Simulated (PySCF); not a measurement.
Isomers of C5H13NO3Si, mass 163.066 u with the commonest isotopes. Computed with PBE0/pcSseg-1 in PySCF (dipole) on a GFN2-xTB geometry, gas phase. One conformer each, none proved a minimum here; rigid rotors.

Question: Order these by out-of-plane moment Σ m c² = (Ia + Ib − Ic)/2, smallest first.
A. `[CH3:1][CH2:2][C:3](=[O:4])[O:5][Si@H:6]([OH:7])[N:8]([CH3:9])[CH3:10]` with C1–C2–C3–O4 5°, C2–C3–O5–Si6 178°, C3–O5–Si6–O7 -31°, O5–Si6–O7–H 33°, O5–Si6–N8–C9 168°
B. `[CH3:1][C@@H:2]([CH:3]=[O:4])[O:5][Si@H:6]([OH:7])[N:8]([CH3:9])[CH3:10]` with C1–C2–C3–O4 135°, C1–C2–O5–Si6 163°, C2–O5–Si6–O7 57°, O5–Si6–O7–H 14°, O5–Si6–N8–C9 -47°
C. `[CH3:1][CH2:2][O:3][Si:4]1([NH2:5])[O:6][CH2:7][CH2:8][CH2:9][O:10]1` with C1–C2–O3–Si4 180°, C2–O3–Si4–N5 180°, O3–Si4–N5–H -65° and 65°, O3–Si4–O6–C7 -156°, Si4–O6–C7–C8 49°, O6–C7–C8–C9 -61°, C7–C8–C9–O10 61°
D. `[CH3:1][C:2](=[O:3])[O:4][Si@H:5]([NH2:6])[O:7][CH:8]([CH3:9])[CH3:10]` with C1–C2–O4–Si5 -176°, C2–O4–Si5–N6 -59°, O4–Si5–N6–H 49° and -176°, O4–Si5–O7–C8 65°, Si5–O7–C8–C9 -156°

Answer: A (27.95 u·Å²), D (53.90 u·Å²), B (60.04 u·Å²), C (110.65 u·Å²).

Question: Order these by radius of gyration √(Σ m r²/M), largest first.
A. `[CH3:1][C@@H:2]([CH:3]=[O:4])[O:5][Si@H:6]([OH:7])[N:8]([CH3:9])[CH3:10]` with C1–C2–C3–O4 135°, C1–C2–O5–Si6 163°, C2–O5–Si6–O7 57°, O5–Si6–O7–H 14°, O5–Si6–N8–C9 -47°
B. `[CH3:1][CH2:2][O:3][Si:4]1([NH2:5])[O:6][CH2:7][CH2:8][CH2:9][O:10]1` with C1–C2–O3–Si4 180°, C2–O3–Si4–N5 180°, O3–Si4–N5–H -65° and 65°, O3–Si4–O6–C7 -156°, Si4–O6–C7–C8 49°, O6–C7–C8–C9 -61°, C7–C8–C9–O10 61°
C. `[CH3:1][C:2](=[O:3])[O:4][Si@H:5]([NH2:6])[O:7][CH:8]([CH3:9])[CH3:10]` with C1–C2–O4–Si5 -176°, C2–O4–Si5–N6 -59°, O4–Si5–N6–H 49° and -176°, O4–Si5–O7–C8 65°, Si5–O7–C8–C9 -156°

Answer: C (2.501 Å), A (2.291 Å), B (2.252 Å).

Question: Order these by rotational constant B, largest first.
A. `[CH3:1][C:2](=[O:3])[O:4][Si@H:5]([NH2:6])[O:7][CH:8]([CH3:9])[CH3:10]` with C1–C2–O4–Si5 -176°, C2–O4–Si5–N6 -59°, O4–Si5–N6–H 49° and -176°, O4–Si5–O7–C8 65°, Si5–O7–C8–C9 -156°
B. `[CH3:1][CH2:2][O:3][Si:4]1([NH2:5])[O:6][CH2:7][CH2:8][CH2:9][O:10]1` with C1–C2–O3–Si4 180°, C2–O3–Si4–N5 180°, O3–Si4–N5–H -65° and 65°, O3–Si4–O6–C7 -156°, Si4–O6–C7–C8 49°, O6–C7–C8–C9 -61°, C7–C8–C9–O10 61°
C. `[CH3:1][C@@H:2]([CH:3]=[O:4])[O:5][Si@H:6]([OH:7])[N:8]([CH3:9])[CH3:10]` with C1–C2–C3–O4 135°, C1–C2–O5–Si6 163°, C2–O5–Si6–O7 57°, O5–Si6–O7–H 14°, O5–Si6–N8–C9 -47°

Answer: C (820.3 MHz), B (748.9 MHz), A (604.7 MHz).

```csv
SMILES,point group,Ia (u·Å²),Ib (u·Å²),Ic (u·Å²),κ,μa (D),μb (D),μc (D)
C[C@@H](C=O)O[Si@H](O)N(C)C,C1,300.09,616.12,796.12,-0.65,1.17,2.95,1.72
CCO[Si]1(N)OCCCO1,Cs,263.14,674.84,716.68,-0.93,0.86,0.57,0.00
CC(=O)O[Si@H](N)OC(C)C,C1,238.40,835.78,966.38,-0.90,1.23,0.64,1.32
CCC(=O)O[Si@H](O)N(C)C,C1,208.34,839.03,991.47,-0.90,0.05,2.40,0.21
```
